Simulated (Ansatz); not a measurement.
System: Cu$_{2}$, charge 0, multiplicity 1. 
Coordinates optimised at B3LYP-D3(BJ)/def2-TZVP (Ansatz, a program for electronic structure):
```xyz
2

Cu     0.0000     0.0000    -1.1457
Cu     0.0000     0.0000     1.1457
```
Charge 0, spin multiplicity 1.

Wanted: atomisation energy (electronic, to ground-state atoms), in eV. Valence correlation only, unless marked. UHF or UKS for open shells. Spin-orbit coupling is left out. The frozen core is the preceding noble-gas configuration, with the filled d and f shells of earlier blocks. No relativistic terms. The coupled-cluster limit lacks core correlation, which all-electron functionals hold. CBS(X,Y): correlation extrapolated as X^-3; Hartree-Fock from the larger set.

The T1 diagnostic of CCSD in the largest basis is 0.029, which is high, so the coupled-cluster rows are less sure than usual.

| level | program | atomisation energy (eV) |
|---|---|---|
| PBE/def2-TZVPD | Ansatz | 2.09 |
| r2SCAN/def2-TZVPD | Ansatz | 1.99 |
| PBE0/6-31G* | Ansatz | ___ |
| PBE0-D4/def2-TZVP | Ansatz + dftd4 | 1.79 |
| SCS-MP2/def2-QZVPPD | Ansatz | 1.83 |
| CCSD/def2-SVP | Ansatz | 1.63 |
| CCSD(T)/CBS(def2-TZVPPD,def2-QZVPPD) | Ansatz | ___ |

Q: Some entries are withheld; supply them.

A: 
- PBE0/6-31G*, atomisation energy (eV): 1.75
- CCSD(T)/CBS(def2-TZVPPD,def2-QZVPPD), atomisation energy (eV): 1.88
